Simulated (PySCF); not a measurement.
Parent: `[CH2:1]=[C:2]=[CH:3][c:4]1[n:5][cH:6][n:7][cH:8][n:9]1` with C2–C3–C4–N5 0°, C6H5N3.

Level of theory: PBE0-D3(BJ)/def2-SVP geometry optimisation, gas phase in PySCF. One conformer each, not checked by frequencies here.

```tsv
coordinate of the parent	value
C1=C2	1.302 Å
C2=C3	1.317 Å
C3–C4	1.464 Å
C4–N5	1.340 Å
N5–C6	1.323 Å
C6–N7	1.332 Å
N7–C8	1.329 Å
C8–N9	1.327 Å
C4–N9	1.339 Å
C1–C2–C3	179.4°
C2–C3–C4	123.7°
C3–C4–N5	119.3°
C3–C4–N9	116.7°
N5–C4–N9	124.0°
C4–N5–C6	115.1°
N5–C6–N7	125.9°
C6–N7–C8	114.0°
N7–C8–N9	125.8°
C4–N9–C8	115.1°
```

Problem. How does the shared frame change in `[F:1][CH:2]=[C:3]=[CH:4][c:5]1[n:6][cH:7][n:8][cH:9][n:10]1` with C3–C4–C5–N6 2°, C6H4FN3? Atoms pair as C1 = C2, C2 = C3, C3 = C4, C4 = C5, N5 = N6, C6 = C7, N7 = N8, C8 = C9, N9 = N10 (parent first).

Solution. 
```json
{"parent": "C1=C2", "relative": "C2=C3", "value in the relative": "1.307 Å", "change": "+0.005"}
{"parent": "C2=C3", "relative": "C3=C4", "value in the relative": "1.315 Å", "change": "-0.002"}
{"parent": "C3–C4", "relative": "C4–C5", "value in the relative": "1.471 Å", "change": "+0.007"}
{"parent": "C4–N5", "relative": "C5–N6", "value in the relative": "1.337 Å", "change": "-0.003"}
{"parent": "N5–C6", "relative": "N6–C7", "value in the relative": "1.324 Å", "change": "+0.001"}
{"parent": "C6–N7", "relative": "C7–N8", "value in the relative": "1.332 Å", "change": "0.000"}
{"parent": "N7–C8", "relative": "N8–C9", "value in the relative": "1.328 Å", "change": "-0.001"}
{"parent": "C8–N9", "relative": "C9–N10", "value in the relative": "1.328 Å", "change": "+0.001"}
{"parent": "C4–N9", "relative": "C5–N10", "value in the relative": "1.337 Å", "change": "-0.002"}
{"parent": "C1–C2–C3", "relative": "C2–C3–C4", "value in the relative": "177.6°", "change": "-1.8"}
{"parent": "C2–C3–C4", "relative": "C3–C4–C5", "value in the relative": "124.1°", "change": "+0.4"}
{"parent": "C3–C4–N5", "relative": "C4–C5–N6", "value in the relative": "119.2°", "change": "-0.1"}
{"parent": "C3–C4–N9", "relative": "C4–C5–N10", "value in the relative": "116.5°", "change": "-0.2"}
{"parent": "N5–C4–N9", "relative": "N6–C5–N10", "value in the relative": "124.4°", "change": "+0.4"}
{"parent": "C4–N5–C6", "relative": "C5–N6–C7", "value in the relative": "115.0°", "change": "-0.1"}
{"parent": "N5–C6–N7", "relative": "N6–C7–N8", "value in the relative": "125.8°", "change": "-0.1"}
{"parent": "C6–N7–C8", "relative": "C7–N8–C9", "value in the relative": "114.2°", "change": "+0.2"}
{"parent": "N7–C8–N9", "relative": "N8–C9–N10", "value in the relative": "125.7°", "change": "-0.1"}
{"parent": "C4–N9–C8", "relative": "C5–N10–C9", "value in the relative": "115.0°", "change": "-0.1"}
```

Of the parent's bonds, C3–C4 changes most (+0.007 Å). Bonds of the relative outside the shared frame: F1–C2 1.330 Å. Point group Cs → C1.

Problem. How does the shared frame change in `[NH2:1][CH:2]=[C:3]=[CH:4][c:5]1[n:6][cH:7][n:8][cH:9][n:10]1` with C3–C4–C5–N6 179°, C6H6N4? Atoms pair as C1 = C2, C2 = C3, C3 = C4, C4 = C5, N5 = N10, C6 = C9, N7 = N8, C8 = C7, N9 = N6 (parent first).

Solution. 
```tsv
parent	relative	value in the relative	change
C1=C2	C2=C3	1.315 Å	+0.013
C2=C3	C3=C4	1.318 Å	+0.001
C3–C4	C4–C5	1.468 Å	+0.004
C4–N5	C5–N10	1.341 Å	+0.001
N5–C6	N10–C9	1.322 Å	-0.001
C6–N7	C9–N8	1.333 Å	+0.001
N7–C8	N8–C7	1.329 Å	0.000
C8–N9	C7–N6	1.326 Å	-0.001
C4–N9	C5–N6	1.340 Å	+0.001
C1–C2–C3	C2–C3–C4	178.9°	-0.5
C2–C3–C4	C3–C4–C5	123.9°	+0.2
C3–C4–N5	C4–C5–N10	119.5°	+0.2
C3–C4–N9	C4–C5–N6	116.7°	0.0
N5–C4–N9	N10–C5–N6	123.8°	-0.2
C4–N5–C6	C5–N10–C9	115.2°	+0.1
N5–C6–N7	N10–C9–N8	126.0°	+0.1
C6–N7–C8	C9–N8–C7	113.9°	-0.1
N7–C8–N9	N8–C7–N6	125.9°	+0.1
C4–N9–C8	C5–N6–C7	115.2°	+0.1
```

Of the parent's bonds, C1–C2 changes most (+0.013 Å). Bonds of the relative outside the shared frame: N1–C2 1.386 Å. Point group Cs → C1.
